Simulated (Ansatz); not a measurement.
Frontier orbitals of `C[Si](O)([AlH2])S`.

```xyz
12

C    -0.9242    0.7230    1.5922
Si    0.2754    0.3564    0.2212
O     0.8639    1.8170   -0.2764
Al    0.8660   -1.7856   -0.6806
S    -1.1223   -0.4916   -1.4541
H    -0.3796    0.9993    2.4986
H    -1.5820    1.5499    1.3150
H    -1.5331   -0.1559    1.8149
H     1.6708    1.7918   -0.7939
H     1.9037   -1.7919   -1.8840
H     0.3624   -3.0758    0.0901
H    -0.4010    0.0634   -2.4429
```

Charge 0, multiplicity 1. All single points use the PBE0-D4/def2-TZVP geometry. It is one conformer, not always the lowest. Basis def2-TZVPP, the Gaussian-basis code of Ansatz.

| functional | HOMO (eV) | LUMO (eV) | gap (eV) |
| --- | --- | --- | --- |
| PBE | -5.56 | -1.25 | 4.31 |
| revPBE | -5.51 | -1.16 | 4.35 |
| PBE0 | -6.59 | -0.40 | 6.19 |
| BHLYP | -7.54 | 0.51 | 8.05 |
| LC-ωPBE | -9.07 | 1.71 | 10.78 |
| ωB97M-V | -8.56 | 1.28 | 9.84 |

Against PBE, PBE0 changes HOMO and LUMO by −1.04 and +0.85 eV, ωB97M-V by −3.01 and +2.53 eV. A gap of 4.31 eV thus becomes 9.84 eV for the same molecule, so an orbital gap means little without its functional. A positive LUMO is unbound and depends on the basis.

LC-ωPBE has ω = 0.4 bohr⁻¹.
